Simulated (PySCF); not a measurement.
## Diatomic cations of Li with the fifth-period p block

CCSD(T) with double-zeta basis sets in PySCF, for the lowest determinant that a PBE0 search found; no spin–orbit coupling. De refers to high-spin ground-configuration atoms (the charge goes to the atom of lower measured ionisation energy or higher electron affinity, which is not always the lowest computed limit).

```
 M               basis  reference, frozen orbitals  charged atom  state (unpaired electrons)  Re (Å)  ωe (cm⁻¹)  De (eV)
In  cc-pVDZ/cc-pVDZ-PP                      UHF, 4           Li+               doublet (σ ↑)   3.201        206     1.29
Sn            def2-SVP                      UHF, 4           Li+          triplet (σ ↑, π ↑)   3.064        207     0.72
Sb            def2-SVP                      UHF, 4           Li+         quartet (σ ↑, π ↑↑)   3.027        191     0.39
Te  cc-pVDZ/cc-pVDZ-PP                      UHF, 4           Li+              triplet (π ↑↑)   2.830        301     1.06
 I          x2c-SVPall                     UHF, 18           Li+               doublet (π ↑)   2.782        271     0.70
```

The shortest bond is that of LiI⁺ (2.782 Å), the longest that of LiIn⁺ (3.201 Å). LiIn⁺ is bound most strongly (1.29 eV) and LiSb⁺ least (0.39 eV).

The rows differ in basis set, which adds steps of its own.

The state changes along the series, so neighbouring rows are not always alike in their bonding.

Correlated steps freeze the inner cores (4 to 18 orbitals); shallow outer-core shells are correlated. Weak bonds: LiSb⁺. Basis-set superposition, not corrected here, can be much of De in a small basis, most of all at correlated wavefunction levels. Spin–orbit coupling is left out, which matters for elements this heavy, above all for dissociation energies. For an ion De counts to the pair picked by the measured ionisation energies or electron affinities, which need not be the lowest pair at this level. States were picked by a PBE0 search and need not be the measured ground states.
